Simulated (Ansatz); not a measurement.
This geometry of H2 + H4O4Zr (11 atoms, charge 0, multiplicity 1) is a first-order saddle point.

The calculation used Ansatz, RKS PBE-D4/def2-SVP.

```xyz
11
Properties=species:S:1:pos:R:3
Zr 0.037 0.107 0.040
O 0.824 0.016 2.103
H 0.265 -0.469 2.740
O 1.717 -0.250 -0.877
H 2.414 -0.925 -0.878
O -1.005 1.106 -1.260
H -1.551 1.859 -1.524
O -1.078 -1.461 0.400
H -1.866 -1.877 0.016
H -0.106 1.820 1.217
H 0.324 1.124 1.875
```

Q: Which two structures does it join? (They come from a converged band through this point; their orientation in space is the band's.)

A: Bonds broken: H10–H11. Bonds formed: Zr1–H10, O2–H11. H2 + H4O4Zr becomes H6O4Zr.

Initial state:

```xyz
11
Properties=species:S:1:pos:R:3
Zr -0.324 -0.400 -0.038
O -0.173 0.050 1.850
H -0.207 0.121 2.812
O 1.449 -0.590 -0.796
H 2.355 -0.627 -1.122
O -1.281 1.013 -0.955
H -1.723 1.738 -1.411
O -1.290 -2.068 -0.229
H -1.737 -2.896 -0.441
H 1.675 2.666 2.138
H 1.230 2.043 2.045
```

Final state:

```xyz
11
Properties=species:S:1:pos:R:3
Zr -0.007 0.332 -0.021
O 0.867 -0.238 2.143
H 0.072 -0.800 2.317
O 1.720 -0.045 -0.813
H 2.472 -0.555 -1.142
O -1.158 0.988 -1.424
H -1.644 1.429 -2.132
O -1.142 -1.091 0.825
H -1.951 -1.514 0.493
H 0.051 1.936 1.000
H 0.694 0.609 2.605
```

Q: How far does it lie above each of them?

A: 1.07 eV above the first and 0.24 eV above the second. This is the barrier of this one path; another mechanism may lie lower. The orbitals stay closed-shell, which can raise the energy where a bond breaks towards radicals; this wasn't checked here.

Time of the run: 2.7 min on 4 threads of INTEL(R) XEON(R) PLATINUM 8581C CPU @ 2.30GHz (Emerald Rapids), with other jobs on the host, peak memory 0.2 GiB.
